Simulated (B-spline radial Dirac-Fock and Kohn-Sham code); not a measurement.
**Magnetic form factor of the 3d shell of Re⁵⁵⁺**

System: Re⁵⁵⁺, [Ar] 3d2.

Input file task.json (cfg lists n, l and occupation; rrms is the nuclear radius in fm):

```json
{"items": [{
  "Z": 75,
  "q": 55,
  "cfg": [[1, 0, 2], [2, 0, 2], [2, 1, 6], [3, 0, 2], [3, 1, 6], [3, 2, 2]],
  "A": 187,
  "rrms": 5.3698,
  "do": ["scatter"],
  "s": [0.0, 0.05, 0.1, 0.15, 0.2, 0.25, 0.3, 0.35, 0.4, 0.45, 0.5, 0.6, 0.7, 0.8, 0.9, 1.0, 1.1, 1.2, 1.4, 1.6, 1.8, 2.0, 2.5, 3.0, 3.5, 4.0, 5.0, 6.0],
  "pz": [0, 0.1, 0.14, 0.2, 0.27, 0.38, 0.53, 0.74, 1.0, 1.4, 2.0, 2.8, 4.0, 5.5, 7.7, 11.0, 15.0, 21.0, 29.0, 41.0, 57.0],
  "hv_scatter": [1000, 2000, 17479.3, 20000, 30000, 50000, 200000, 1000000]
}]}
```

Run with: `python xray_run.py task.json out`

Method: Dirac-Fock orbitals of the configuration average with a finite nucleus. Computed with a B-spline atomic structure program. ⟨j_K⟩ is the integral of the 3d radial density with the spherical Bessel function j_K(4πsr), s = sin θ/λ.

```tsv
s (Å⁻¹)	⟨j0⟩	⟨j2⟩	⟨j4⟩
0	1.0000	0.0000	0.0000
0.05	0.9994	0.0002	0.0000
0.1	0.9977	0.0009	0.0000
0.15	0.9949	0.0020	0.0000
0.2	0.9910	0.0036	0.0000
0.25	0.9859	0.0056	0.0000
0.3	0.9798	0.0081	0.0000
0.35	0.9726	0.0109	0.0000
0.4	0.9643	0.0142	0.0001
0.45	0.9551	0.0178	0.0001
0.5	0.9448	0.0218	0.0002
0.6	0.9215	0.0309	0.0004
0.7	0.8947	0.0411	0.0007
0.8	0.8647	0.0525	0.0012
0.9	0.8319	0.0646	0.0019
1	0.7967	0.0774	0.0028
1.1	0.7595	0.0906	0.0040
1.2	0.7207	0.1040	0.0055
1.4	0.6400	0.1306	0.0094
1.6	0.5576	0.1557	0.0146
```

Radial moments of the shell: ⟨r²⟩ = 0.03081, ⟨r⁴⟩ = 0.001581, ⟨r⁶⟩ = 0.0001219 in powers of bohr.
